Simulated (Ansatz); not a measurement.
Reaction (ligand exchange at a V–N bond): `[NH]=[V]([NH2])([F])[F]` + HCl → `[NH]=[V]([F])([F])[Cl]` + NH₃

Program: Ansatz. Geometries: PBE0-D4/def2-TZVP. ΔE: electronic, gas phase. CCSD(T)/CBS is the MP2 limit (def2-TZVPP, def2-QZVPP) plus CCSD(T) − MP2 in def2-TZVPP, frozen cores. This one scheme is used for every species. DFT in def2-TZVPP. For V outer-core shells are correlated without core-valence functions, which leaves a few kJ/mol of doubt a bond. Scalar relativity is left out up to krypton. Each species was taken in one conformer, which may not be the lowest.

(1) Is it downhill or uphill in electronic energy at CCSD(T)/CBS, and by how much? (Best estimate.)

(2) What do these levels give: B97M-V, CAM-B3LYP-D4, PBE, r2SCANh, HF/def2-SVP, HF/def2-TZVPP? (Best estimate.)

Largest T1 diagnostic among the species: 0.030, so the coupled-cluster value is less sure than usual.

Answers

(1) Ansatz gave: Downhill: ΔE = -10.6 kcal/mol.

(2) The calculation gave: B97M-V -13.5, CAM-B3LYP-D4 -10.4, PBE -12.0, r2SCANh -12.5, HF/def2-SVP -10.4, HF/def2-TZVPP -12.6 kcal/mol.

Leaving LDA and LC-ωPBE aside and taking each functional with its dispersion term where it has one, the values spread over 3.1 kcal/mol, from B97M-V to CAM-B3LYP-D4. LDA lies +1.8 kcal/mol from PBE without D4. At CCSD(T), def2-SVP lies +2.0 kcal/mol from the extrapolated value and def2-TZVPP +0.2 kcal/mol.
